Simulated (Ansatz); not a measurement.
Consider the atomization: `COB[SiH3]` → B• + C• + 7 H• + O• + Si•.

Isolated molecules relaxed with PBE0-D4/def2-TZVP in Ansatz; ΔE leaves out vibrations. CBS: MP2 limit from def2 TZ/QZ plus the TZ coupled-cluster correction, frozen cores. This one scheme is used for every species, atoms too. DFT in def2-TZVPP. Open shells (•) are unrestricted, without spin–orbit coupling. Spin–orbit coupling would lower the free atoms: a little for B, C, O, Si. Each species was taken in one conformer, which may not be the lowest.

`COB[SiH3]`:

```xyz
11

C     0.125    1.092    1.825
O    -0.290    0.658    0.543
B     0.293   -0.367   -0.096
Si   -0.383   -0.898   -1.929
H    -0.721    1.018    2.511
H     0.432    2.138    1.758
H     0.956    0.486    2.195
H     1.208   -0.943    0.443
H     0.718   -0.781   -2.929
H    -0.808   -2.329   -1.921
H    -1.530   -0.074   -2.400
```

Problem. What is ΔE at CCSD(T)/CBS? (Best estimate.)

Solution. The calculation gave: +923.3 kcal/mol.

Problem. What do these levels give: BHLYP-D4, B2PLYP, CAM-B3LYP, CCSD(T)/def2-SVP, HF/def2-TZVPP, MP2/CBS(def2)? (Best estimate.)

Solution. Ansatz gave: BHLYP-D4 907.0, B2PLYP 916.4, CAM-B3LYP 928.1, CCSD(T)/def2-SVP 880.5, HF/def2-TZVPP 699.8, MP2/CBS(def2) 929.5 kcal/mol.

Largest T1 diagnostic among the species: 0.014.

From PBE to PBE0 (25 % exact exchange), in def2-TZVPP and without D4, ΔE moves by −10.6 kcal/mol: exact exchange takes away binding that semilocal exchange gives to molecules. In def2-TZVPP, CCSD(T) changes the Hartree–Fock value by +202.9 kcal/mol (the triples alone add +10.2 kcal/mol) and MP2 by +209.1 kcal/mol; breaking electron pairs costs correlation energy, which Hartree–Fock lacks. The D4 term adds +6.4 kcal/mol with B3LYP and +3.4 kcal/mol with PBE0; it sums over pairs of atoms, weighted by their polarisabilities, and B3LYP, whose exchange is more repulsive, gets the larger term.

B3LYP here is the variant with VWN-RPA as its local correlation; programs differ in this.

For atomizations the MP2-based limit and the directly extrapolated one differ by several kJ/mol either way, and by 10 to 25 for some Ge, Se and Sn compounds, so smaller differences from it don't rank the levels.
